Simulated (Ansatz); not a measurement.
Ansatz (a program for electronic structure) input for Ga(Me)(NH2) (CH5GaN), SMILES [CH3][Ga][NH2], multiplicity 2, PBE-D3(BJ)/def2-SVP. 

Ansatz 0.2 input:
```yaml
crystal:
  periodic: [false, false, false]
  atoms:
    - {symbol: Ga, position_ang: [0.38818727, 0.04507910, 0.00000000]}
    - {symbol: C, position_ang: [-0.56712761, -1.70716171, -0.00000000]}
    - {symbol: H, position_ang: [-0.28909358, -2.28922894, -0.89112780]}
    - {symbol: H, position_ang: [-1.65538960, -1.53676520, 0.00000001]}
    - {symbol: H, position_ang: [-0.28909357, -2.28922894, 0.89112780]}
    - {symbol: N, position_ang: [-0.63876035, 1.55752309, -0.00000000]}
    - {symbol: H, position_ang: [-1.65430805, 1.55647344, 0.00000000]}
    - {symbol: H, position_ang: [-0.27183244, 2.50160627, 0.00000000]}
basis:
  gaussian:
    orbitals: def2-SVP
hamiltonian:
  xc: pbe
  dispersion: d3bj
magnetization: {spin_polarized: true, initial_magnetization: 1}
relax: {f_tol: 0.002, max_steps: 200}
```

Log of the run:

```
WARN ansatz: RAYON_NUM_THREADS=1 ignored (pool sized by the plan → 1); use --threads N
Functional definition: PBE
integrals: 0.03 GiB planned
975 factors; their error is unknown
mean field: 0.25 GiB planned
mean field evaluation 1: about -54949.0215 eV, gradient 6.3e1 eV
mean field evaluation 2: about -54881.1120 eV, gradient 1.1e2 eV
mean field evaluation 4: about -54964.6610 eV, gradient 1.7e1 eV
mean field evaluation 8: about -54966.0629 eV, gradient 5.4e-2 eV
mean field evaluation 16: about -54966.0224 eV, gradient 3.2e-5 eV
mean field -54966.02236538 eV, -2019.9640646196 hartree, gradient 3.2e-5 eV, S^2 0.752279; 0 other end points of the search recorded, 0 dependent functions left out
the calculation of the forces begins
reference -54966.02240181 eV, -2019.9640659583 hartree; 25, 24 occupied and 60, 61 virtual orbitals, 975 factors
relax step   1: F+E_penalty+E_count = -54966.14324931 eV  Δ(F+E_penalty+E_count) = +0.000e0 eV  max|allowed force component| = 4.128e-1 eV/Å  Δτ_max = 0.0000 Å  (31 SCF iters, accepted)
these checks for a lower state are left out or cut short: starts, cluster_reference, orbital_swaps, neighbouring_geometries, increment
integrals: 0.03 GiB planned
975 factors; their error is unknown
mean field: 0.25 GiB planned
mean field -54966.03311163 eV, -2019.9644595371 hartree, gradient 1.5e-5 eV, S^2 0.752337; 0 other end points of the search recorded, 0 dependent functions left out
the calculation of the forces begins
reference -54966.03314812 eV, -2019.9644608782 hartree; 25, 24 occupied and 60, 61 virtual orbitals, 975 factors
relax step   2: F+E_penalty+E_count = -54966.15375954 eV  Δ(F+E_penalty+E_count) = -1.051e-2 eV  max|allowed force component| = 1.542e-1 eV/Å  Δτ_max = 0.0124 Å  (33 SCF iters, accepted)
these checks for a lower state are left out or cut short: starts, cluster_reference, orbital_swaps, neighbouring_geometries, increment
integrals: 0.03 GiB planned
975 factors; their error is unknown
mean field: 0.25 GiB planned
mean field evaluation 32: about -54966.0349 eV, gradient 1.5e-5 eV
mean field -54966.03493189 eV, -2019.9645264304 hartree, gradient 1.5e-5 eV, S^2 0.752390; 0 other end points of the search recorded, 0 dependent functions left out
the calculation of the forces begins
reference -54966.03496841 eV, -2019.9645277723 hartree; 25, 24 occupied and 60, 61 virtual orbitals, 975 factors
relax step   3: F+E_penalty+E_count = -54966.15544531 eV  Δ(F+E_penalty+E_count) = -1.686e-3 eV  max|allowed force component| = 1.936e-2 eV/Å  Δτ_max = 0.0093 Å  (33 SCF iters, accepted)
these checks for a lower state are left out or cut short: starts, cluster_reference, orbital_swaps, neighbouring_geometries, increment
integrals: 0.03 GiB planned
975 factors; their error is unknown
mean field: 0.25 GiB planned
mean field -54966.03492662 eV, -2019.9645262365 hartree, gradient 8.5e-6 eV, S^2 0.752394; 0 other end points of the search recorded, 0 dependent functions left out
the calculation of the forces begins
reference -54966.03496312 eV, -2019.9645275781 hartree; 25, 24 occupied and 60, 61 virtual orbitals, 975 factors
relax step   4: F+E_penalty+E_count = -54966.15546516 eV  Δ(F+E_penalty+E_count) = -1.986e-5 eV  max|allowed force component| = 6.291e-3 eV/Å  Δτ_max = 0.0029 Å  (26 SCF iters, accepted)
these checks for a lower state are left out or cut short: starts, cluster_reference, orbital_swaps, neighbouring_geometries, increment
integrals: 0.03 GiB planned
975 factors; their error is unknown
mean field: 0.25 GiB planned
mean field -54966.03491211 eV, -2019.9645257035 hartree, gradient 5.0e-6 eV, S^2 0.752396; 0 other end points of the search recorded, 0 dependent functions left out
the calculation of the forces begins
reference -54966.03494861 eV, -2019.9645270449 hartree; 25, 24 occupied and 60, 61 virtual orbitals, 975 factors
relax step   5: F+E_penalty+E_count = -54966.15546751 eV  Δ(F+E_penalty+E_count) = -2.348e-6 eV  max|allowed force component| = 1.038e-3 eV/Å  Δτ_max = 0.0015 Å  (25 SCF iters, accepted)
integrals: 0.03 GiB planned
975 factors; their error is unknown
mean field: 0.25 GiB planned
mean field evaluation 64: about -54966.0349 eV, gradient 3.5e-4 eV
mean field -54966.03491211 eV, -2019.9645257035 hartree, gradient 5.2e-6 eV, S^2 0.752396; 1 other end points of the search recorded, 0 dependent functions left out
the calculation of the forces begins
reference -54966.03494861 eV, -2019.9645270449 hartree; 25, 24 occupied and 60, 61 virtual orbitals, 975 factors
Total energy: -54966.15550401 eV, -2019.9689573742 hartree
Atom 0 at     0.407775     0.045853    -0.000000 Å, force    -0.000739    -0.000603     0.000000 eV/Å
Atom 1 at    -0.567533    -1.719113    -0.000000 Å, force     0.000444     0.000388     0.000000 eV/Å
Atom 2 at    -0.289377    -2.302322    -0.899446 Å, force    -0.000005    -0.000012    -0.000105 eV/Å
Atom 3 at    -1.660265    -1.527959     0.000000 Å, force    -0.000131     0.000137    -0.000000 eV/Å
Atom 4 at    -0.289377    -2.302322     0.899446 Å, force    -0.000005    -0.000012     0.000105 eV/Å
Atom 5 at    -0.639463     1.565480    -0.000000 Å, force     0.001038     0.000130    -0.000000 eV/Å
Atom 6 at    -1.664351     1.558687     0.000000 Å, force     0.000012    -0.000204     0.000000 eV/Å
Atom 7 at    -0.274827     2.519993    -0.000000 Å, force    -0.000614     0.000177    -0.000000 eV/Å
Dipole moment:    -0.216099     0.088565    -0.000000 e Å
```

The run converged.

Cost: around 15 core-seconds (rough).
